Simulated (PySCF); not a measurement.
# A survey of ¹⁹F NMR shifts

Isolated molecule, a single conformation, equivalent nuclei averaged, non-relativistic. GFN2-xTB geometry; shielding tensors at PBE0/pcSseg-1 (GIAO); PySCF 2.14.

Shieldings were converted by a linear fit to measured shifts: ¹⁹F (scatter 6.0 ppm rms, 7.0 ppm with the 5 outliers that the fit left out vs CFCl3, solution or neat liquid, with a term for F on sp3 carbon). A few per cent of atoms miss by over 2 rms, more outside the fitted compound classes.

Q: Give the ¹⁹F shifts of `FC(F)(F)CO[C@@H]1C[C@H]1Cl`, `C[P@@](=O)(CO)C(F)(F)F`, `CC(C)(C)[P@@]1(=O)C=C1F`, `C#C[P@](C)(=O)C(F)(F)F`, `F[C@@H]1OC[C@H]1CC(F)(F)F`.

A: 
```tsv
compound	environment	δ (ppm)
FC(F)(F)CO[C@@H]1C[C@H]1Cl	fluorine of a CF3 group (×3)	-71.1
C[P@@](=O)(CO)C(F)(F)F	fluorine of a CF3 group (×3)	-78.4
CC(C)(C)[P@@]1(=O)C=C1F	vinylic fluorine	-64.9
C#C[P@](C)(=O)C(F)(F)F	fluorine of a CF3 group (×3)	-76.1
[F:1][C@@H:2]1[O:3][CH2:4][C@H:5]1[CH2:6][C:7]([F:8])([F:9])[F:10]	F8/9/10: fluorine of a CF3 group (×3)	-70.6
[F:1][C@@H:2]1[O:3][CH2:4][C@H:5]1[CH2:6][C:7]([F:8])([F:9])[F:10]	F1: fluorine on an sp3 carbon	-99.6
```
